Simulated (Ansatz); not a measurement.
`OBB(O)F` and `C#CB(O)F` differ in one atom or group.

Ansatz, PBE0-D4/def2-TZVP geometries, multiplicity 1. Each molecule was computed in one conformer, which needn't be the lowest.

```
                                      property  `OBB(O)F`
            HOMO energy (PBE0/def2-TZVPP) / eV      -8.21
zero-point energy (PBE0-D4/def2-TZVP) / kJ/mol      131.9
         HOMO energy (ωB97M-V/def2-TZVPP) / eV     -10.51
           HOMO energy (B3LYP/def2-TZVPP) / eV      -8.03
             LUMO energy (PBE/def2-TZVPP) / eV      -2.57
           LUMO energy (B3LYP/def2-TZVPP) / eV      -1.85
```

**Question.** What does the change do to each property? (Best estimate.)

**Answer.** Ansatz gave: 
| property | `C#CB(O)F` | shift |
| --- | --- | --- |
| HOMO energy (PBE0/def2-TZVPP) / eV | -8.69 | -0.48 |
| zero-point energy (PBE0-D4/def2-TZVP) / kJ/mol | 108.5 | -23.4 |
| HOMO energy (ωB97M-V/def2-TZVPP) / eV | -10.98 | -0.47 |
| HOMO energy (B3LYP/def2-TZVPP) / eV | -8.43 | -0.40 |
| LUMO energy (PBE/def2-TZVPP) / eV | -1.96 | 0.61 |
| LUMO energy (B3LYP/def2-TZVPP) / eV | -1.25 | 0.60 |

With PBE0 the HOMO falls by 0.48 eV and the LUMO rises by 0.60 eV, so the gap widens by about 1.08 eV. PBE moves the HOMO by -0.67 eV and ωB97M-V by -0.47 eV. The zero-point energy changes by -23.4 kJ/mol with -3 modes.

B3LYP here is the variant with VWN-RPA as its local correlation; programs differ in this.
